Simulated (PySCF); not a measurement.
Compound: C3H2BrF.
Atom-mapped SMILES: `[CH:1]#[C:2][C@H:3]([F:4])[Br:5]` (hydrogens: H6 on C1; H7 on C3)

Method used: PySCF 2.14.0, PBE0-D3(BJ)/def2-SVP geometry optimisation, gas phase.

(1) Give the optimised bond lengths and angles.

## Answers

(1) 
```csv
bond,length (bohr)
C1≡C2,2.285
C2–C3,2.740
C3–F4,2.548
C3–Br5,3.702
C1–H6,2.033
C3–H7,2.079
```

A selection of angles:
```csv
angle,degrees
C2–C1–H6,179.3
C1–C2–C3,178.2
C2–C3–F4,111.7
C2–C3–Br5,110.2
C2–C3–H7,111.7
F4–C3–Br5,109.0
F4–C3–H7,109.3
Br5–C3–H7,104.7
```

The C–C distances run from 1.209 Å (C1≡C2, drawn triple) to 1.450 Å (C2–C3, drawn single), a spread of 0.241 Å.

Point group: C1 (no symmetry element, even within 0.4 Å). No PBE0-D3(BJ)/def2-SVP frequencies stand behind this structure, so it isn't proved a minimum.
